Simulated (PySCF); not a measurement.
C₂H₇AlOS.

```xyz
12

Al    -0.4282     0.1543     0.2148
C     -1.9999     0.8178     1.1594
H     -2.9266     0.5371     0.6328
H     -1.9809     1.9177     1.2513
H     -2.0552     0.4112     2.1842
O     -0.6136    -0.7425    -1.2160
C      0.1560    -1.3926    -2.1890
H     -0.1136    -2.4625    -2.2347
H     -0.0381    -0.9534    -3.1835
H      1.2419    -1.3222    -1.9907
S      1.6350     0.5030     0.9037
H      1.2519     1.2068     1.9942
```

The structure is a stationary point at TPSSh-D3(BJ)/def2-SVP. The structure was generated by enumeration; whether it is a known compound was not checked. One conformer was computed; it need not be the lowest.

Calculation: PBE0/pcSseg-1 (PySCF). Non-relativistic, no solvent.

Computed absolute GIAO shielding of each atom: isotropic value and principal components (ppm):
```tsv
atom	σ(iso)	σ11	σ22	σ33	span
Al1	381.2	345.4	350.6	447.5	102.0
C2	196.7	191.5	192.0	206.6	15.0
H3	31.5	26.3	28.6	39.7	13.4
H4	31.6	27.2	29.0	38.6	11.4
H5	31.6	27.2	28.9	38.6	11.4
O6	280.6	181.9	318.9	341.1	159.2
C7	128.8	99.3	105.5	181.6	82.3
H8	27.3	23.1	24.8	34.1	10.9
H9	27.3	23.1	24.8	34.1	10.9
H10	27.3	22.5	26.4	33.1	10.6
S11	723.2	698.9	702.7	768.1	69.1
H12	31.1	24.0	28.0	41.1	17.1
```
